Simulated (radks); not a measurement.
Task: The mean radii <r> (bohr) of the occupied orbitals of an atom or ion are listed with their occupations. All-electron calculation, Dirac Kohn-Sham, PBEsol, spin-unpolarised, spherical densities, point nucleus. Program: a radial shooting solver on a logarithmic mesh with Libxc functionals.

orbital  occ.      <r>
1s1/2       2  0.01932
2s1/2       2  0.08126
2p1/2       2  0.06742
2p3/2       4  0.07503
3s1/2       2   0.2122
3p1/2       2   0.2021
3p3/2       4   0.2163
3d3/2       4   0.1899
3d5/2       6   0.1943
4s1/2       2   0.4768
4p1/2       2   0.4836
4p3/2       4   0.5158
4d3/2       4   0.5370
4d5/2       6   0.5481
5s1/2       2    1.130
5p1/2       2    1.241
5p3/2       4    1.333
4f5/2       6   0.6558
4f7/2       6   0.6654
5d3/2       1    1.799
6s1/2       1    2.696

Name the element and its charge. Open shells, if any, fill j = l - 1/2 first.

Result: Z = 71, lutetium, charge +3: Lu3+ in [Xe] 4f12 5d1 6s1. The 1s radius gives Z: for a bare nucleus <r> = (2 gamma + 1)/(2Z) with gamma = sqrt(1 - (Z/c)^2), 0.01909 bohr for Z = 71, and screening makes it slightly larger (0.01932 here). The occupations add up to 68, and the charge is Z minus that.
